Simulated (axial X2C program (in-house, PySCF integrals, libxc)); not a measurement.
# Potential curves of CoB⁺, two-component

All values were computed with an in-house relativistic program for diatomic molecules. Two-component (2c) means X2C with spin–orbit coupling and atomic mean-field two-electron Coulomb and Gaunt terms. Basis: Co dyall-cv3z [9s10p6d3f2g], B dyall-v3z [7s6p2d1f] (cores contracted in-house); Gaussian nuclei, density fitting, unrestricted open shells. Masses: Co 58.933 u, B 11.009 u.

State: Ω = 5/2 (⟨Sz⟩ = 0.50, ⟨Lz⟩ = 2.00 at PBE0). Energies in cm⁻¹ from the lowest point of each curve. Fits are polynomials in 1 − R0/R over 0.85 to 1.23 times the lowest point R0.

```
 R (Å)  PBE0  TPSSh
1.5312  2062   2020
1.6016   770    547
1.6544   324     91
1.7072    93      0
1.7600     0    158
1.8216    79    566
1.8832   370   1160
1.9624  1028   2136
2.0592  2156   3562
2.2000  4143   5864
```

One determinant describes the state; a PBE0 search over occupations chose it and may have missed a lower one. Density functionals use the spin component along the axis (collinear). Other states lie close and PBE0, whose exact exchange favours high spin, may order them wrongly; the determinant shown need not be the ground state. The nearest other 2c determinant of the search, Ω = 3/2, lies 0.12 eV up at the distance of the search. Without a current term, density functionals place determinants with orbital angular momentum somewhat too high. The determinant is spin-polarised beyond a pure state at some levels (its spin-free form has ⟨S²⟩ too high), which makes Re and μ there less reliable.

Problem. Fit the PBE0 curve near its minimum: give the equilibrium distance and the harmonic wavenumber.

Solution. At PBE0, 2c: Re = 1.766 Å, ωe ≈ 435 cm⁻¹; Be follows as 0.582 cm⁻¹.

Problem. What are Re and ωe at the TPSSh level?

Solution. At TPSSh, 2c: Re = 1.697 Å, ωe ≈ 585 cm⁻¹; Be follows as 0.631 cm⁻¹.
